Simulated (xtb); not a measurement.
FGa (SMILES [F][Ga]), singlet, geometry from GFN2-xTB (such geometries of metal compounds can be far from the true shape). Base run: xtb with GFN2-xTB.

Geometry (Å):
```xyz
2

Ga     0.0000     0.0000    -0.4048
F      0.0000     0.0000     1.3943
```
All else is at xtb's defaults.
Base energy -6.03803 Eh.

The base run was repeated with changes; each row names its change, and settings that it needs were set with it.

```csv
change,ΔE vs base (mEh),HOMO-LUMO gap (eV),dipole (D),G_solv (kcal/mol),SCF cycles
base,0.000,6.43,3.60,-,10
etemp = 10000,-5.292,6.60,3.33,-,10
alpb = acetonitrile,-9.573,6.56,3.76,-6.23,10
gbsa = chcl3,-10.445,6.65,3.87,-7.19,10
alpb = dmf,-8.654,6.52,3.71,-5.53,10
acc = 0.0001,0.000,6.43,3.60,-,14
```

ALPB and GBSA are two models with their own fitted parameters for each solvent, which aren't always the measured dielectric constant.
